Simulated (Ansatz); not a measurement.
`[Br][Al]1[NH][SiH2]1` + H–F → `[F][Al]1[NH][SiH2]1` + HBr at 500 K and 1 bar (ligand exchange at the Al–Br bond).

Program: Ansatz. Geometries: PBE0-D4/def2-TZVP. ΔE: electronic, gas phase. CCSD(T)/CBS is the MP2 limit (def2-TZVPP, def2-QZVPP) plus CCSD(T) − MP2 in def2-TZVPP, frozen cores. This one scheme is used for every species. For Br outer-core shells are correlated without core-valence functions, which leaves a few kJ/mol of doubt a bond. Scalar relativity is left out up to krypton.

```csv
species,CCSD(T)/CBS energy (Eh),H − E (kJ/mol),S (J/(mol·K))
`[Br][Al]1[NH][SiH2]1`,-3160.99285,127.6,385.2
H–F,-100.39570,39.4,188.7
`[F][Al]1[NH][SiH2]1`,-687.47384,129.1,359.3
HBr,-2573.91920,30.5,213.7
```

H − E and S are ideal-gas, rigid-rotor, harmonic terms from PBE0-D4/def2-TZVP. 1 Eh = 2625.50 kJ/mol, R = 8.31446 J/(mol·K).

Question: By hand: ΔE, ΔH, ΔS and ΔG.

Answer: ΔE = (-687.47384) + (-2573.91920) − (-3160.99285) − (-100.39570) = -0.00449 Eh = -11.8 kJ/mol. Δ(H − E) = 129.1 + 30.5 − 127.6 − 39.4 = -7.4, so ΔH = -19.2 kJ/mol. ΔS = 359.3 + 213.7 − 385.2 − 188.7 = -0.9 J/(mol·K). ΔG = -19.2 − 500 × (-0.9)/1000 = -18.8 kJ/mol.

Question: By hand: the equilibrium constant, and the temperature at which ΔG would vanish if ΔH and ΔS stayed fixed.

Answer: log₁₀ K = −ΔG/(RT ln 10) = 2.0. ΔG = 0 at ΔH/ΔS = 21333 K, far beyond where these terms or the molecules hold.

The number of gas molecules stays the same, so ΔS is small and ΔH decides. A doubt of 5 kJ/mol in ΔE shifts log₁₀ K by 0.5 here. These are equilibria of isolated gas molecules and say nothing of rates. Largest T1 diagnostic: 0.014 (customary marks: 0.02 for closed shells, 0.045 for open ones).
